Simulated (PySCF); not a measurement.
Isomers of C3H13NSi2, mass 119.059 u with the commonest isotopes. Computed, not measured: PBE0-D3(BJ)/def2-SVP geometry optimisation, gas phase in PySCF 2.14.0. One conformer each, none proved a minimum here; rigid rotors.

Task: Order these by rotational constant C, largest first.
A. `[CH3:1][NH:2][SiH2:3][CH2:4][CH2:5][SiH3:6]` with C1–N2–Si3–C4 165°, N2–Si3–C4–C5 -179°, Si3–C4–C5–Si6 -179°
B. `[CH3:1][CH:2]([CH3:3])[N:4]([SiH3:5])[SiH3:6]` with C1–C2–N4–Si5 133°
C. `[CH3:1][CH2:2][CH2:3][N:4]([SiH3:5])[SiH3:6]` with C1–C2–C3–N4 180°, C2–C3–N4–Si5 86°
D. `[CH3:1][N:2]([CH3:3])[SiH2:4][CH2:5][SiH3:6]` with C1–N2–Si4–C5 48°, N2–Si4–C5–Si6 168°

Result: B (1326 MHz), C (986.9 MHz), D (831.5 MHz), A (628.8 MHz).

Task: Order these by rotational constant A, largest first.
A. `[CH3:1][CH2:2][CH2:3][N:4]([SiH3:5])[SiH3:6]` with C1–C2–C3–N4 180°, C2–C3–N4–Si5 86°
B. `[CH3:1][CH:2]([CH3:3])[N:4]([SiH3:5])[SiH3:6]` with C1–C2–N4–Si5 133°
C. `[CH3:1][CH:2]([CH3:3])[NH:4][SiH2:5][SiH3:6]` with C1–C2–N4–Si5 -89°, C2–N4–Si5–Si6 -172°
D. `[CH3:1][NH:2][SiH2:3][CH2:4][CH2:5][SiH3:6]` with C1–N2–Si3–C4 165°, N2–Si3–C4–C5 -179°, Si3–C4–C5–Si6 -179°
E. `[CH3:1][N:2]([CH3:3])[SiH2:4][CH2:5][SiH3:6]` with C1–N2–Si4–C5 48°, N2–Si4–C5–Si6 168°

Result: D (9881 MHz), E (5738 MHz), C (4798 MHz), A (2706 MHz), B (2338 MHz).

Task: Order these by out-of-plane moment Σ m c² = (Ia + Ib − Ic)/2, smallest first.
A. `[CH3:1][CH:2]([CH3:3])[N:4]([SiH3:5])[SiH3:6]` with C1–C2–N4–Si5 133°
B. `[CH3:1][N:2]([CH3:3])[SiH2:4][CH2:5][SiH3:6]` with C1–N2–Si4–C5 48°, N2–Si4–C5–Si6 168°
C. `[CH3:1][CH:2]([CH3:3])[NH:4][SiH2:5][SiH3:6]` with C1–C2–N4–Si5 -89°, C2–N4–Si5–Si6 -172°
D. `[CH3:1][NH:2][SiH2:3][CH2:4][CH2:5][SiH3:6]` with C1–N2–Si3–C4 165°, N2–Si3–C4–C5 -179°, Si3–C4–C5–Si6 -179°
E. `[CH3:1][CH2:2][CH2:3][N:4]([SiH3:5])[SiH3:6]` with C1–C2–C3–N4 180°, C2–C3–N4–Si5 86°

Result: D (11.83 u·Å²), B (17.34 u·Å²), E (22.22 u·Å²), C (30.24 u·Å²), A (55.42 u·Å²).

```json
{"SMILES": "CN(C)[SiH2]C[SiH3]", "point group": "C1", "Ia (u·Å²)": "88.07", "Ib (u·Å²)": "554.37", "Ic (u·Å²)": "607.76", "κ": "-0.97", "μa (D)": "1.14", "μb (D)": "0.98", "μc (D)": "0.27"}
{"SMILES": "CN[SiH2]CC[SiH3]", "point group": "C1", "Ia (u·Å²)": "51.15", "Ib (u·Å²)": "776.23", "Ic (u·Å²)": "803.72", "κ": "-1.00", "μa (D)": "1.07", "μb (D)": "0.66", "μc (D)": "0.39"}
{"SMILES": "CCCN([SiH3])[SiH3]", "point group": "near Cs", "Ia (u·Å²)": "186.73", "Ib (u·Å²)": "369.77", "Ic (u·Å²)": "512.07", "κ": "-0.56", "μa (D)": "0.91", "μb (D)": "0.01", "μc (D)": "0.14"}
{"SMILES": "CC(C)N[SiH2][SiH3]", "point group": "C1", "Ia (u·Å²)": "105.34", "Ib (u·Å²)": "567.33", "Ic (u·Å²)": "612.20", "κ": "-0.97", "μa (D)": "1.24", "μb (D)": "0.20", "μc (D)": "0.54"}
{"SMILES": "CC(C)N([SiH3])[SiH3]", "point group": "C1", "Ia (u·Å²)": "216.14", "Ib (u·Å²)": "275.96", "Ic (u·Å²)": "381.26", "κ": "0.00", "μa (D)": "0.99", "μb (D)": "0.53", "μc (D)": "0.11"}
```
